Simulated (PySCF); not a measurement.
Polarisability and C₆ of C⁺ (carbon, charge +1)

[He] 2s2 2p1, 2P determinant. Calculation: PySCF 2.14, in aug-cc-pVDZ (4s3p2d, 23 functions); no relativity, point nucleus. Coupled (time-dependent) response in atomic units; α is the mean over directions. A double-zeta set is small for polarisabilities.

| method | mean α (bohr³) | α xx, yy, zz | C₆ (like pair) | S(−4) |
| --- | --- | --- | --- | --- |
| UHF | 6.342 | 6.425, 6.177, 6.425 | 15.18 | 38.65 |
| PBE | 6.099 | 6.163, 5.972, 6.163 | 14.69 | 27.80 |
| PBE0 | 6.100 | 6.176, 5.948, 6.176 | 14.68 | 28.31 |
| wB97M-V | 6.066 | 6.165, 5.867, 6.165 | 14.52 | 26.58 |
| revPBE | 6.103 | 6.162, 5.985, 6.162 | 14.73 | 27.73 |

S(−4) is the Cauchy moment in α(ω) = α(0) + S(−4) ω² + …

α(iu) at PBE:

```tsv
u (hartree)	α(iu) (bohr³)
0	6.099
0.0500	6.031
0.100	5.838
0.200	5.206
0.300	4.458
0.500	3.155
0.750	2.093
1.00	1.462
1.50	0.8111
2.00	0.5089
3.00	0.2508
5.00	0.09796
```

A single London oscillator, α(iu) = α/(1 + u²/ω²), gives C₆ = (3/4) ω α². Matching the computed C₆ needs ω = 4 × 14.69 / (3 × 6.099²) = 0.527 hartree.

For an ion, C₆ is the dispersion term alone; charge-induced terms of lower order in 1/R come first.

The components differ because the open shell of this determinant is not spherical; for a pure term their mean is the scalar polarisability.
